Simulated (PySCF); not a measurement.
B(H)(Me)(OH) (CH5BO), SMILES CBO.

The structure is a stationary point at B3LYP-D3(BJ)/def2-TZVP. Other conformers were not sampled.

These are PySCF with TDA-CAM-B3LYP/def2-SVPD values and carry that method's errors.

Vertical excitations. The molecule is in vacuum. State labels are in the subgroup Cs.

Computed lowest excited states:
```json
[
 {"state": "S1", "symmetry": "A\"", "energy (eV)": "6.98", "λ (nm)": "178", "f": "0.002", "main pairs": "HOMO→LUMO+1 98 %"},
 {"state": "S2", "symmetry": "A'", "energy (eV)": "7.93", "λ (nm)": "156", "f": "0.017", "main pairs": "HOMO→LUMO 94 %"},
 {"state": "S3", "symmetry": "A\"", "energy (eV)": "8.96", "λ (nm)": "138", "f": "0.007", "main pairs": "HOMO−2→LUMO+1 83 %"},
 {"state": "S4", "symmetry": "A\"", "energy (eV)": "9.05", "λ (nm)": "137", "f": "0.026", "main pairs": "HOMO−1→LUMO 76 %"},
 {"state": "S5", "symmetry": "A'", "energy (eV)": "9.06", "λ (nm)": "137", "f": "0.051", "main pairs": "HOMO→LUMO+2 88 %"},
 {"state": "S6", "symmetry": "A'", "energy (eV)": "9.38", "λ (nm)": "132", "f": "0.067", "main pairs": "HOMO→LUMO+3 71 %, HOMO−1→LUMO+1 15 %"},
 {"state": "S7", "symmetry": "A'", "energy (eV)": "9.56", "λ (nm)": "130", "f": "0.088", "main pairs": "HOMO−2→LUMO 42 %, HOMO−1→LUMO+1 25 %, HOMO→LUMO+3 21 %"},
 {"state": "S8", "symmetry": "A'", "energy (eV)": "9.85", "λ (nm)": "126", "f": "0.405", "main pairs": "HOMO−1→LUMO+1 50 %, HOMO−2→LUMO 36 %"},
 {"state": "S9", "symmetry": "A\"", "energy (eV)": "10.29", "λ (nm)": "120", "f": "0.012", "main pairs": "HOMO→LUMO+4 87 %"},
 {"state": "S10", "symmetry": "A'", "energy (eV)": "10.30", "λ (nm)": "120", "f": "0.030", "main pairs": "HOMO→LUMO+5 80 %, HOMO−2→LUMO+2 12 %"},
 {"state": "T1", "symmetry": "A\"", "energy (eV)": "6.38", "λ (nm)": "194", "f": "0", "main pairs": "HOMO→LUMO+1 96 %"},
 {"state": "T2", "symmetry": "A'", "energy (eV)": "7.69", "λ (nm)": "161", "f": "0", "main pairs": "HOMO→LUMO 91 %"},
 {"state": "T3", "symmetry": "A'", "energy (eV)": "7.83", "λ (nm)": "158", "f": "0", "main pairs": "HOMO−1→LUMO+1 90 %"},
 {"state": "T4", "symmetry": "A\"", "energy (eV)": "8.25", "λ (nm)": "150", "f": "0", "main pairs": "HOMO−2→LUMO+1 84 %"}
]
```
Triplets are in the Tamm–Dancoff approximation.
